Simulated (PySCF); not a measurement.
C4H8ClF. Atoms are numbered in the order given.

```xyz
14

C     -0.4171     1.9316    -0.6315
C     -0.1519     0.4784    -0.9969
C     -1.4311    -0.3272    -1.1758
C      0.8000    -0.1773    -0.0127
F      1.1115    -1.4296    -0.4236
Cl     0.1060    -0.2791     1.6379
H     -0.9634     1.9996     0.3214
H      0.5173     2.5054    -0.5283
H     -1.0246     2.4167    -1.4093
H      0.4105     0.4538    -1.9491
H     -2.0482     0.1068    -1.9760
H     -2.0228    -0.3287    -0.2479
H     -1.2072    -1.3703    -1.4400
H      1.7341     0.3951     0.0973
```

Geometry optimised at PBE0-D3(BJ)/def2-SVP. The values are those of a single conformer.

All values below come from PySCF with SMD-ωB97X/def2-SVP.

Solvation free energies are E(SMD) − E(gas) at the gas-phase geometry, for 1 M in both phases. In vacuum the dipole moment is 2.11 D.

```tsv
solvent	ΔG(solv) (kcal/mol)	its non-electrostatic (CDS) part	dipole (D)
water	-0.2	3.3	2.76
1-octanol	-4.1	-1.1	2.66
2-propanol	-4.8	-1.4	2.71
```
